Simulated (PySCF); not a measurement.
A run for PySCF: R-HF/STO-3G on C2H6FGa (SMILES [CH3][Ga]([CH3])[F]), a point of a torsion scan.

```python
from pyscf import gto, scf, dft, mp
from pyscf.data.elements import chemcore

mol = gto.M(
    atom='''
    C    -1.84895851   -0.49180172   -0.05717446
    Ga   -0.03895660    0.40073210    0.26148320
    C     1.85597345   -0.03541359    0.88849638
    F    -0.14823216    2.12474197   -0.13764654
    H    -1.85141267   -1.01656784   -1.01375022
    H    -2.60475415    0.29499841   -0.08559008
    H    -2.09218067   -1.20510122    0.73015067
    H     2.16631619   -1.03418545    0.58269930
    H     1.91724260    0.03140507    1.97597657
    H     2.52813379    0.70722721    0.45524286
    ''',
    basis='sto-3g',
    charge=0, spin=0, verbose=3, max_memory=1800)
mf = scf.RHF(mol)
mf.conv_tol = 1e-8
mf.max_cycle = 100
mf.kernel()
if not mf.converged:
    mf = mf.newton().run(mf.mo_coeff, mf.mo_occ)
```

The log:

```
converged SCF energy = -2077.22634640676
```

The calculation finished and met its thresholds.

Cost: very roughly 0.6 core-seconds.
